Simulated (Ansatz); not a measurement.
F2Sr (SMILES [F][Sr][F]) moved off its minimum; all values from Ansatz (a first-principles code), cores frozen in correlated methods. Elements past Kr take the def2 small-core potentials, without spin–orbit coupling.
(charge 0, multiplicity 1)
```xyz
3

Sr     0.2752     0.0248    -0.0184
F     -0.9536     1.3050    -1.2361
F     -0.2364    -1.5337     1.3891
```

Forces at wB97M-V/def2-TZVPP (eV/Å):

| atom | Fx | Fy | Fz |
|---|---|---|---|
| Sr1 | -0.366 | -0.121 | 0.097 |
| F2 | 0.225 | -0.183 | 0.176 |
| F3 | 0.141 | 0.303 | -0.273 |

Task: Give the forces (eV/Å), the total energy and the dipole at CCSD(T)/def2-TZVPPD.

Result: 
| atom | Fx | Fy | Fz |
|---|---|---|---|
| Sr1 | 0.112 | -0.056 | 0.055 |
| F2 | -0.119 | 0.189 | -0.178 |
| F3 | 0.007 | -0.133 | 0.122 |
Energy -230.0371 hartree, dipole 6.36 D.
